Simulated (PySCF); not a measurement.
**How methods differ on the ionisation energy of K⁺**

K⁺ [Ar] (1S) → K²⁺ [Ne] 3s2 3p5 (2P), as a difference of total energies. Computed with PySCF 2.14 in x2c-SVPall, with the spin-free X2C one-electron Hamiltonian (Gaussian nucleus). Correlated levels: valence: [Ne] 3s2 frozen. The calculations carry no spin-orbit coupling.

| method | ionisation energy (eV) |
| --- | --- |
| UHF | 31.618 |
| PBE0 | 32.881 |
| MP2 (valence) | 32.044 |
| SCS-MP2 (valence) | 32.014 |
| CCSD(T) (valence) | 32.077 |

**Question.** Estimate what CCSD (valence) gives.

**Answer.** 32.076 eV, closest to CCSD(T) (valence) among the rows shown.

**Question.** Estimate what MN15 gives.

**Answer.** 33.208 eV, closest to PBE0 among the rows shown.

The reference lies between the lowest fine-structure levels, while these numbers refer to the centres of the terms.

Errors of the correlated levels include the incompleteness of this basis and the frozen core.

For comparison: 31.625 eV (measured; NIST Atomic Spectra Database, ionization energies).
